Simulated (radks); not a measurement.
Values are calculated unless marked as measured or tabulated.
Spherical quantum dot in the effective-mass picture: electrons in a hard-walled sphere of radius 4.53, with a point charge +1 (a donor) at the centre, all in effective atomic units (hartree* = m*/eps^2 hartree, bohr* = eps/m* bohr), one dielectric constant everywhere. Level of theory: non-relativistic Kohn-Sham, LDA (Slater exchange, Perdew-Wang correlation), spin-polarised, spherical densities (a radial shooting solver with Libxc functionals). Levels are named by radial order and angular momentum (1s, 1p, 1d, 2s, ...), and open shells are averaged over m. Results are scaled to m* = 0.119 and eps = 17.6, for which hartree* = 10.45 meV and bohr* = 7.826 nm.

N = 20, configuration 1s2 1p6 1d10 2s(up 1, down 0) 1f(up 1, down 0). This is the lowest configuration that the search found. Occupied and some empty levels:

level,occupation,eigenvalue (meV),<r> (nm)
1s up,1,57.201,22.70
1s down,1,57.447,23.30
1p up,3,58.724,24.77
1p down,3,58.878,24.82
1d up,5,61.037,25.64
1d down,5,61.179,25.65
2s up,1,63.004,12.99
1f up,1,64.172,26.32
2s down,0,64.303,13.37
1f down,0,64.313,26.31
1g up,0,68.077,26.88
1g down,0,68.219,26.87
2p up,0,70.159,17.73
2p down,0,70.634,18.05
2d up,0,75.906,19.96
2d down,0,76.166,20.10

Energy (meV): total 622.969, kinetic 167.65, external -76.067, Hartree 605.43, exchange-correlation -74.038.

Electron density:

r (nm),n(r) (e/nm^3)
1.89,0.0005186
3.65,0.0003311
5.42,0.0002140
7.18,0.0001421
8.95,0.00009971
10.7,0.00007720
12.5,0.00006928
14.2,0.00007277
16.0,0.00008574
17.8,0.0001066
19.5,0.0001330
21.3,0.0001612
23.1,0.0001852
24.8,0.0001975
26.6,0.0001905
28.4,0.0001603
30.1,0.0001113
31.9,0.00005669
33.7,0.00001519
35.4,3.729e-08
